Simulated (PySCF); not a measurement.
## Ionisation energy of Hg⁶⁰⁺ by level of theory

Hg⁶⁰⁺ [Ar] 3d2 (3F) → Hg⁶¹⁺ [Ar] 3d1 (2D), as a difference of total energies. Calculation: PySCF 2.14, in an even-tempered Gaussian basis (17 s from 17 bohr⁻², ratio 2.5; 12 p from 22 bohr⁻², ratio 2.5; 7 d from 22 bohr⁻², ratio 2.5; 4 f from 76 bohr⁻², ratio 2.7; 3 g from 110 bohr⁻², ratio 2.7); the spin-free X2C one-electron Hamiltonian (Gaussian nucleus). Correlated levels: outer shells: [Ne] frozen; virtual orbitals above 40 to 60 times the deepest correlated orbital energy dropped. The calculations carry no spin-orbit coupling.

```tsv
method	ionisation energy (eV)
UHF	6299.0
LDA	6296.3
PBE	6297.9
PBE0	6298.6
r2SCAN	6300.8
revPBE	6297.9
BLYP	6298.6
MP2 (outer shells)	6298.6
SCS-MP2 (outer shells)	6298.5
```

Spin-orbit coupling is strong in these open shells (close to jj coupling). The scalar numbers leave it out and a first-order estimate fails, so it can dominate the gap to the real levels.

Breit and QED terms and the two-electron picture change are absent.

For comparison: 6356 ± 10 eV (theoretical estimate listed by NIST; NIST Atomic Spectra Database, ionization energies).
